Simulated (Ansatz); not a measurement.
The cluster In2PF3 (the lowest singlet isomer of a short search), 6 atoms. Hardware: 4 threads of Arm Neoverse V2 on a shared host.

In the def2 sets In takes a core potential; there is no spin–orbit coupling. Correlated methods freeze 16 core orbitals; core or outer-core shells of In are correlated, in sets that lack core-valence functions.

(1) How many basis functions does each of these Ansatz runs have, and roughly what does it cost? r2SCAN-D4/def2-SVP, charge 0 singlet, relaxation, 5 steps; PBE0-D4/def2-TZVP, charge 0 triplet at the geometry of the charge 0 singlet, energy; ωB97X-V/def2-TZVP, charge 1 doublet at the geometry of the charge 0 singlet, energy, from earlier orbitals; PBE-D4/def2-TZVP, charge 1 doublet at the geometry of the charge 0 singlet, energy, from earlier orbitals; CCSD(T)/def2-SVP, charge 1 doublet at the geometry of the charge 0 singlet, energy, from earlier orbitals; PBE-D4/def2-TZVPD, charge -1 doublet at the geometry of the charge 0 singlet, energy, from earlier orbitals; PBE0-D4/def2-TZVPD, charge -1 doublet at the geometry of the charge 0 singlet, energy; LDA (SPW92)/def2-TZVP, charge 0 singlet, energy, from earlier orbitals; MP2/def2-TZVP, charge 0 singlet, energy, from earlier orbitals; ωB97X-V/def2-TZVPD, charge 0 singlet, energy, from earlier orbitals; HF/STO-3G, charge 0 singlet, energy; PBE-D4/def2-TZVP, charge 0 singlet, energy, from earlier orbitals.

Answers

(1) Other jobs shared the machine, so times can vary by a factor of up to 3. A dash marks memory too small to be measured apart from the calling script's.

```json
{"run": "HF/STO-3G, charge 0 singlet, energy", "functions": "78", "fitting or Cholesky vectors": "1059", "wall time": "0.75 s", "peak host memory (GiB)": "–"}
{"run": "LDA (SPW92)/def2-TZVP, charge 0 singlet, energy, from earlier orbitals", "functions": "230", "fitting or Cholesky vectors": "1514", "wall time": "1.4 s", "peak host memory (GiB)": "–"}
{"run": "PBE-D4/def2-TZVP, charge 0 singlet, energy, from earlier orbitals", "functions": "230", "fitting or Cholesky vectors": "1514", "wall time": "2.6 s", "peak host memory (GiB)": "–"}
{"run": "MP2/def2-TZVP, charge 0 singlet, energy, from earlier orbitals", "functions": "230", "fitting or Cholesky vectors": "1811", "wall time": "4.1 s", "peak host memory (GiB)": "0.65"}
{"run": "PBE-D4/def2-TZVP, charge 1 doublet at the geometry of the charge 0 singlet, energy, from earlier orbitals", "functions": "230", "fitting or Cholesky vectors": "1514", "wall time": "4.6 s", "peak host memory (GiB)": "–"}
{"run": "PBE-D4/def2-TZVPD, charge -1 doublet at the geometry of the charge 0 singlet, energy, from earlier orbitals", "functions": "275", "fitting or Cholesky vectors": "1728", "wall time": "7.5 s", "peak host memory (GiB)": "–"}
{"run": "r2SCAN-D4/def2-SVP, charge 0 singlet, relaxation, 5 steps", "functions": "112", "fitting or Cholesky vectors": "1283", "wall time": "9.5 s", "peak host memory (GiB)": "–"}
{"run": "PBE0-D4/def2-TZVP, charge 0 triplet at the geometry of the charge 0 singlet, energy", "functions": "230", "fitting or Cholesky vectors": "1712", "wall time": "11 s", "peak host memory (GiB)": "1.1"}
{"run": "ωB97X-V/def2-TZVPD, charge 0 singlet, energy, from earlier orbitals", "functions": "275", "fitting or Cholesky vectors": "1855", "wall time": "14 s", "peak host memory (GiB)": "1.3"}
{"run": "ωB97X-V/def2-TZVP, charge 1 doublet at the geometry of the charge 0 singlet, energy, from earlier orbitals", "functions": "230", "fitting or Cholesky vectors": "1642", "wall time": "20 s", "peak host memory (GiB)": "1.2"}
{"run": "PBE0-D4/def2-TZVPD, charge -1 doublet at the geometry of the charge 0 singlet, energy", "functions": "275", "fitting or Cholesky vectors": "1909", "wall time": "22 s", "peak host memory (GiB)": "1.2"}
{"run": "CCSD(T)/def2-SVP, charge 1 doublet at the geometry of the charge 0 singlet, energy, from earlier orbitals", "functions": "112", "fitting or Cholesky vectors": "1216", "wall time": "54 s", "peak host memory (GiB)": "1.5"}
```
